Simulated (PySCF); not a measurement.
Magnetic susceptibility: SMILES n1n(C)ncc1[SiH3], C₃H₇N₃Si

Geometry (Å), atoms numbered from 1 in this order:
```xyz
14

C     2.6157   -0.2856   -0.0178
N     1.2480    0.1332   -0.0571
N     0.8993    1.3641   -0.3539
C    -0.4222    1.3511   -0.3194
C    -0.8531    0.0546    0.0112
Si   -2.5785   -0.6331    0.2350
N     0.2472   -0.6811    0.1668
H     2.9316   -0.6543   -0.9965
H     3.2317    0.5680    0.2576
H     2.7182   -1.0848    0.7136
H    -0.9986    2.2300   -0.5203
H    -3.0769   -0.2472    1.5589
H    -2.5366   -2.0858    0.0982
H    -3.4264   -0.0297   -0.7984
```

Computed, not measured: PySCF 2.14.0, GIAO B3LYP/pcSseg-1 magnetisability, rotational g tensor and spin-rotation constants, non-relativistic, gas phase. Geometry: GFN2-xTB.

(1) What are the magnetisability and the molar susceptibility?

(2) Split it along the inertial axes a, b, c into diamagnetic and paramagnetic parts about the centre of mass, with the quadrupole moment.

(3) And the rotational g tensor?

Results:

(1) Isotropic -1090 × 10⁻³⁰ J/T², or -65.7 × 10⁻⁶ cm³/mol; principal values -1569, -889, -813 × 10⁻³⁰ J/T², anisotropy 721 × 10⁻³⁰ J/T² (root of half the summed squared differences of the principal values). The susceptibility is in cgs units.

(2) 
```csv
axis,χ (10⁻⁶ cm³/mol),diamagnetic (10⁻⁶ cm³/mol),paramagnetic (10⁻⁶ cm³/mol),summed x² of all electrons (Å²),quadrupole Θ (D Å)
a,-53.4,-292.6,239.2,222.5,+7.84
b,-49.1,-1008.1,958.9,53.9,-4.24
c,-94.5,-1172.9,1078.4,15.1,-3.60
```
Anisotropies 2χaa − χbb − χcc = +36.8 and 2χbb − χaa − χcc = +49.6 × 10⁻⁶ cm³/mol. Θ is traceless in Buckingham's convention.

(3) 
```tsv
axis	rotational constant (GHz)	g	nuclear part	electronic part
a	6.4727	-0.1129	0.6146	-0.7275
b	1.3375	-0.0215	0.5810	-0.6025
c	1.1306	+0.0057	0.5785	-0.5728
```
Asymmetric top; isotopes 12C, 1H, 14N, 28Si; no vibrational averaging.
